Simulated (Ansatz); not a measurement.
`C=[C](C)[AlH2]` + H₂Te → `C=C(C)[TeH]` + `[AlH3]`  (substitution at a C–Al bond)

Isolated molecules relaxed with PBE0-D4/def2-TZVP in Ansatz; ΔE leaves out vibrations. CBS: MP2 limit from def2 TZ/QZ plus the TZ coupled-cluster correction, frozen cores. This one scheme is used for every species. Functionals use def2-TZVPP. B3LYP here is the variant with VWN-RPA as its local correlation; programs differ in this. Elements past krypton have def2 core potentials. For Te outer-core shells are correlated without core-valence functions, which leaves a few kJ/mol of doubt a bond.

```csv
level,ΔE (kcal/mol),difference from CCSD(T)/CBS
PBE-D4,8.1,0.8
r2SCAN-D4,8.9,1.6
ωB97M-V,9.5,2.2
PBE,8.9,1.6
r2SCAN,9.1,1.8
B3LYP,9.7,2.4
CCSD/def2-TZVPP,8.7,1.4
CCSD(T)/def2-TZVPP,8.1,0.8
HF/CBS(def2),10.6,3.3
MP2/CBS(def2),5.6,-1.7
CCSD(T)/CBS,7.3,0
```

Largest T1 diagnostic among the species: 0.011.

The D4 term adds −1.3 kcal/mol with B3LYP and −0.7 kcal/mol with PBE0; it sums over pairs of atoms, weighted by their polarisabilities, and B3LYP, whose exchange is more repulsive, gets the larger term. In def2-TZVPP, CCSD(T) changes the Hartree–Fock value by −2.7 kcal/mol (the triples alone add −0.6 kcal/mol) and MP2 by −4.4 kcal/mol.
